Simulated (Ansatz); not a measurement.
Gas-phase electronic energies from Ansatz, PBE0-D4/def2-TZVP geometries. CCSD(T)/CBS adds triple-zeta CCSD(T) − MP2 to the extrapolated MP2 energy (def2 sets, frozen cores). This one scheme is used for every species. DFT in def2-TZVPP. One conformer a species, not always the lowest.

Reaction (formal exchange of groups at the Si–Cl bond): `O[SiH](O)N[SiH2]Cl` + CH₄ → `C[SiH2]N[SiH](O)O` + HCl

```tsv
level	ΔE (eV)
PBE0-D4	1.20
B2PLYP	1.21
PBE0	1.18
MP2/def2-QZVPP	1.23
```

**Question.** What does CCSD(T)/CBS give? (Estimate.)

**Answer.** Computed: +1.19 eV. The listed levels differ from it by 0.01, 0.02, -0.01, 0.04 eV.

Largest T1 diagnostic among the species: 0.011.

In def2-TZVPP, CCSD(T) changes the Hartree–Fock value by −0.09 eV (the triples alone add +0.01 eV) and MP2 by −0.03 eV. The D4 term adds +0.04 eV with B3LYP and +0.02 eV with PBE0; it sums over pairs of atoms, weighted by their polarisabilities, and B3LYP, whose exchange is more repulsive, gets the larger term.

B3LYP here is the variant with VWN-RPA as its local correlation; programs differ in this.
